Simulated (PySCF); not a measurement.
Calculation: PBE-D3(BJ)/def2-TZVP // CAM-B3LYP-D3(BJ)/def2-TZVP run with PySCF. All species are isolated molecules in the gas phase. One relaxed conformer stands for a flexible species; it need not be the lowest. 

Reference species (SMILES): `[OH][AlH][OH]` (H–O–Al–O torsion 0°, O–Al–O–H torsion 0°) (neutral, multiplicity 1).

```
Quantity                  Result
----------------------  --------
S1 oscillator strength     0.000
HOMO                    -7.36 eV
HOMO–LUMO gap            6.46 eV
```

Changed species: `[OH][Al]([OH])[OH]` (0 of 3 OH replaced by H; the reference has 1 of 3 OH replaced by H).

Task: Give the shifts of the S1 oscillator strength, HOMO and HOMO–LUMO gap.

Result: the S1 oscillator strength is nearly the same; the HOMO increases by 0.08 eV, to -7.28 eV; the HOMO–LUMO gap falls by 0.44 eV, to 6.02 eV.
